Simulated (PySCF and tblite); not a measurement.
Values are calculated unless marked as measured or tabulated.
# Dynamics report: rotation

System: C₆H₁₁FO, numbered as in [CH3:1][O:2][C@@H:3]1[CH2:4][CH2:5][C@@H:6]([F:7])[CH2:8]1.

Motion: rotation about the C3–O2 bond (torsion C4–C3–O2–C1 from -165° to -81°, rising). The path came from a restrained scan, a climbing-image band and a saddle search at GFN2-xTB; energies are PBE0/pcSseg-1 + D3(BJ)//GFN2-xTB, thermal terms GFN2-xTB. Rates follow Eyring's equation with the number of equivalent paths and no tunnelling. (PySCF 2.14 with density fitting, tblite 0.8.)

```
 point  symmetry  E(GFN2) kcal/mol  E(DFT) kcal/mol  ZPE change kcal/mol  lowest mode cm⁻¹  dipole D
 start        C1               0.0              0.0                 0.00                29      1.61
saddle        C1               1.2              1.7                -0.15               88i      1.86
   end        C1               0.0             -0.4                -0.03                34      1.82
```

- Electronic barrier: 1.7 kcal/mol
- Barrier with zero-point energy: 1.5 kcal/mol
- ΔH‡ (298 K): 1.1 kcal/mol
- ΔS‡ (298 K, symmetry apart): -3.3 cal/(mol K)
- Paths: 1 equivalent path
- End point: a different minimum
- Mean lifetime of the start against this motion at 298 K: 5.1 ps
- Cost: 69 s on 1 thread of Intel Xeon 6975P-C, shared host (rough), peak memory 0.87 GiB, launched as `OMP_NUM_THREADS=1 python ens_run.py task.json out`

```
T/K  ΔG‡ kcal/mol     k s⁻¹  ΔG kcal/mol  k back s⁻¹
150           1.7  1.1×10¹⁰         -0.4     2.8×10⁹
200           1.8  4.6×10¹⁰         -0.4    1.7×10¹⁰
250           1.9  1.1×10¹¹         -0.4    5.1×10¹⁰
298           2.0    2×10¹¹         -0.4      1×10¹¹
350           2.2    3×10¹¹         -0.4    1.8×10¹¹
400           2.4  4.2×10¹¹         -0.3    2.7×10¹¹
500           2.7  6.7×10¹¹         -0.3    4.9×10¹¹
```

ΔG and ΔG‡ leave out symmetry numbers and mirror images; rates count paths: 1 out, 1 back.

The barrier is low, and the GFN2-xTB saddle may lie off the DFT one, so take it as rough.
